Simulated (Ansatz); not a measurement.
`O[Si](F)(Br)Br` + HCl → `O[Si](Cl)(Br)Br` + H–F  (ligand exchange at the Si–F bond)

Calculated with Ansatz (gas phase, PBE0-D4/def2-TZVP geometries, no zero-point term in ΔE). CCSD(T)/CBS adds triple-zeta CCSD(T) − MP2 to the extrapolated MP2 energy (def2 sets, frozen cores). This one scheme is used for every species. For Br outer-core shells are correlated without core-valence functions, which leaves a few kJ/mol of doubt a bond. Scalar relativity is left out up to krypton. Each species was taken in one conformer, which may not be the lowest.

`O[Si](F)(Br)Br`:

```xyz
6

O     0.338   -0.895   -0.947
Si   -0.166    0.053    0.259
F     0.385   -0.458    1.649
Br    0.560    2.110    0.013
Br   -2.341   -0.043    0.318
H     1.224   -0.766   -1.291
```

HCl:

Cartesian coordinates in Å:
```
Cl 0.159 0.585 0.202
H -0.159 -0.585 -0.202
```

`O[Si](Cl)(Br)Br`:

```xyz
6

O    -1.140   -0.740    0.140
Si    0.152    0.191   -0.152
Cl    0.180    1.813    1.074
Br    2.018   -0.930    0.173
Br   -0.004    0.834   -2.233
H    -1.205   -1.168    0.997
```

H–F:

Z-matrix (Å, degrees):
```
F
H 1 0.920
```

```tsv
species	SCS-MP2/def2-TZVPP energy (Eh)
`O[Si](F)(Br)Br`	-5610.06658
HCl	-460.30218
`O[Si](Cl)(Br)Br`	-5970.01895
H–F	-100.33020
```

Task: Work out ΔE.

Result: ΔE = (-5970.01895) + (-100.33020) − (-5610.06658) − (-460.30218) = 0.01961 Eh = +0.53 eV. CCSD(T)/CBS gives +0.49 eV.

Task: What do rigid-rotor, harmonic-oscillator terms from PBE0-D4/def2-TZVP frequencies (298.15 K, 1 bar) make of the CCSD(T)/CBS value? (An estimate is asked.)

Result: The calculation gave: ΔZPE = +0.04 eV, ΔH = +0.54 eV, ΔS = -2 J/(mol·K), ΔG = +0.54 eV.

Largest T1 diagnostic among the species: 0.009.

In def2-TZVPP, CCSD(T) changes the Hartree–Fock value by −0.15 eV (the triples alone add −0.03 eV) and MP2 by −0.24 eV. The D4 term adds −0.08 eV with B3LYP and −0.04 eV with PBE0; it sums over pairs of atoms, weighted by their polarisabilities, and B3LYP, whose exchange is more repulsive, gets the larger term.

B3LYP here is the variant with VWN-RPA as its local correlation; programs differ in this.
